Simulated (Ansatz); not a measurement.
Relaxation of H9N3OSZr (15 atoms, charge 0, multiplicity 1), to a largest force component of 0.03 eV/Å in at most 50 steps.

The calculation used RHF/def2-SVP in Ansatz 0.2.0.

```xyz
15
Properties=species:S:1:pos:R:3
Zr -0.104 -0.006 -0.046
O -0.245 -0.171 1.979
H -0.666 0.199 2.735
N 1.820 0.068 -0.760
H 2.550 -0.574 -0.490
H 2.200 0.736 -1.412
N -0.990 1.746 -0.646
H -1.769 1.826 -1.277
H -0.717 2.672 -0.362
N -1.186 -1.504 -0.957
H -2.052 -1.882 -0.609
H -0.925 -2.024 -1.778
S 1.588 -2.977 1.501
H 0.512 -3.595 1.006
H 0.861 -2.070 2.228
```

Task: Where does it end, and by what steps?

Result: The forces met the threshold. The force dipped under the threshold on the way, but the program's further checks kept it going. After 15 steps the energy has fallen by 0.098 eV; S13 moved furthest, 0.40 Å.

```
step  energy less start (eV)  largest force component (eV/Å)  accepted
   0                  0.0000                           1.010       yes
   1                 -0.0630                           0.372       yes
   2                 -0.0759                           0.142       yes
   3                 -0.0792                           0.179       yes
   4                 -0.0841                           0.169       yes
   5                 -0.0637                           1.881        no
   6                 -0.0917                           0.240       yes
   7                 -0.0951                           0.130       yes
   8                 -0.0798                           1.399        no
   9                 -0.0964                           0.075       yes
  10                 -0.0960                           0.222        no
  11                 -0.0976                           0.017       yes
  12                 -0.0981                           0.096       yes
  13                 -0.0983                           0.069       yes
  14                 -0.0983                           0.073        no
  15                 -0.0985                           0.016       yes
```

```xyz
15
Properties=species:S:1:pos:R:3
Zr -0.215 0.105 -0.089
O -0.349 -0.062 1.857
H -0.495 0.109 2.769
N 1.740 0.052 -0.727
H 2.434 -0.590 -0.380
H 2.179 0.666 -1.391
N -1.027 1.881 -0.748
H -1.738 1.983 -1.451
H -0.817 2.796 -0.386
N -1.266 -1.429 -0.984
H -2.131 -1.823 -0.654
H -0.977 -1.949 -1.795
S 1.772 -3.211 1.768
H 0.810 -3.811 1.064
H 0.959 -2.271 2.257
```

The run took 30 s on 4 threads of Arm Neoverse V2 (shared host), peak memory 0.43 GiB.
